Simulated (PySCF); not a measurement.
Zn(k2OAc)2 (C₄H₆O₄Zn), SMILES CC1[O][Zn]2([O]C(C)=[O]->2)<-[O]=1.

Geometry optimised at PBE0-D3(BJ)/def2-SVP. The isomer is the one that the SMILES or the coordinates give; other isomers of the formula were not compared. The values are those of a single conformer.

Calculation: PBE0-D3(BJ)/def2-SVP (PySCF).

Frequencies are harmonic and unscaled.

A small imaginary wavenumber (i) marks a very flat motion, where grid noise or a shallow saddle decides the sign.

Q: Give all harmonic wavenumbers and intensities. (Estimate from the structure and the level; the computed values follow.)

A: 
```
mode  ν (cm⁻¹)  IR (km/mol)  moving atoms (share of kinetic energy)
----  --------  -----------  --------------------------------------
1           8i          0.8                                  H 98 %
2           6i          0.6                                  H 93 %
3           49          0.0                 C 43 %, Zn 35 %, H 15 %
4           50          0.0                 C 43 %, Zn 34 %, H 15 %
5           82          0.0                                 O 100 %
6          174         16.1         O 49 %, C 22 %, Zn 17 %, H 12 %
7          174         16.3         O 49 %, C 22 %, Zn 17 %, H 12 %
8          227          9.2         O 54 %, C 22 %, H 12 %, Zn 12 %
9          227          9.2         O 54 %, C 22 %, H 12 %, Zn 12 %
10         267          0.0                          O 48 %, C 46 %
11         426         89.0                 Zn 62 %, C 21 %, O 13 %
12         471          0.4                  O 65 %, H 21 %, C 13 %
13         471          0.4                  O 65 %, H 21 %, C 13 %
14         623          6.8                  C 44 %, H 35 %, O 20 %
15         623          8.3                  C 44 %, H 35 %, O 20 %
16         739          0.3                  O 55 %, C 34 %, H 11 %
17         742        129.3                  O 56 %, C 32 %, H 10 %
18        1001          0.5                   O 66 %, C 25 %, H 9 %
19        1003         12.1                   O 66 %, C 25 %, H 9 %
20        1017          4.5                  H 65 %, C 25 %, O 10 %
21        1017          4.4                  H 65 %, C 25 %, O 10 %
22        1059         12.6                          C 49 %, H 47 %
23        1059         13.6                          C 49 %, H 47 %
24        1357          1.0                          H 76 %, C 21 %
25        1358          0.5                          H 76 %, C 21 %
26        1426         39.1                                  H 95 %
27        1426         39.3                                  H 95 %
28        1445         29.1                                  H 94 %
29        1445         10.6                                  H 94 %
30        1552        570.5                          C 72 %, O 25 %
31        1557          0.1                          C 72 %, O 25 %
32        1650        332.1                          C 68 %, O 28 %
33        1650        332.0                          C 68 %, O 28 %
34        3082          0.2                                  H 97 %
35        3082          0.2                                  H 97 %
36        3179          2.5                           H 91 %, C 9 %
37        3179          1.1                           H 91 %, C 9 %
38        3218          0.6                          H 90 %, C 10 %
39        3219          0.6                          H 90 %, C 10 %
```
